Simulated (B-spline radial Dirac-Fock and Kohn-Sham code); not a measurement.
**Subshell cross sections of W⁵⁺, photon energy 7760 eV**

System: the W⁵⁺ ion, [Xe] 4f14 5d1.

The run's input, task.json:

```json
{"items": [{
  "Z": 74,
  "q": 5,
  "cfg": [[1, 0, 2], [2, 0, 2], [2, 1, 6], [3, 0, 2], [3, 1, 6], [3, 2, 10], [4, 0, 2], [4, 1, 6], [4, 2, 10], [4, 3, 14], [5, 0, 2], [5, 1, 6], [5, 2, 1]],
  "A": 184,
  "rrms": 5.3658,
  "do": ["binding", "quiet", "photo", "scan"],
  "hv": [21.22, 40.81, 129.0, 150, 800, 1980.0, 3890.0, 5080.0, 5414.7, 7760.0, 8047.8, 21400.0, 22162.9, 40000, 97900.0, 153000.0]
}]}
```

Command: `python xray_run.py task.json out`

Model: the independent-particle Dirac-Slater model, thresholds from Dirac-Fock. Program: a radial B-spline solver. The asymmetry parameter β is from the dipole term alone. Kinetic energies are from the vacuum level. Open shells are spread statistically over j, without multiplet splitting.

```
subshell  electrons  binding (eV)  kinetic (eV)  σ (kb)     β
      3s          2        2897.4        4862.6    5.89  1.95
   3p1/2          2        2648.8        5111.2    7.50  1.59
   3p3/2          4        2355.9        5404.1       ?     ?
   3d3/2          4        1942.7        5817.3    7.40  1.24
   3d5/2          6        1880.3        5879.7    9.85  1.14
      4s          2         672.7        7087.3    1.56  1.95
   4p1/2          2         569.1        7190.9    1.73  1.61
   4p3/2          4         501.3        7258.7    2.97  1.71
   4d3/2          4         331.0        7429.0    1.41  1.23
   4d5/2          6         318.5        7441.5    1.87  1.12
   4f5/2          6         103.8        7656.2   0.123  0.73
   4f7/2          8         101.7        7658.3   0.151  0.71
      5s          2         150.3        7609.7   0.296  1.95
   5p1/2          2         115.8        7644.2   0.281  1.61
   5p3/2          4         105.2        7654.8   0.473  1.72
   5d3/2        0.4         63.60        7696.4  0.0152  1.23
   5d5/2        0.6         62.58        7697.4  0.0201  1.11
```

**Question.** What are σ and β for 3p3/2?

**Answer.** σ = 13.3 kb, the largest of all subshells and 24 % of the total, and β = 1.69.

Values without a named source are computed, but for edge energies of neutral atoms, which are taken from tables.
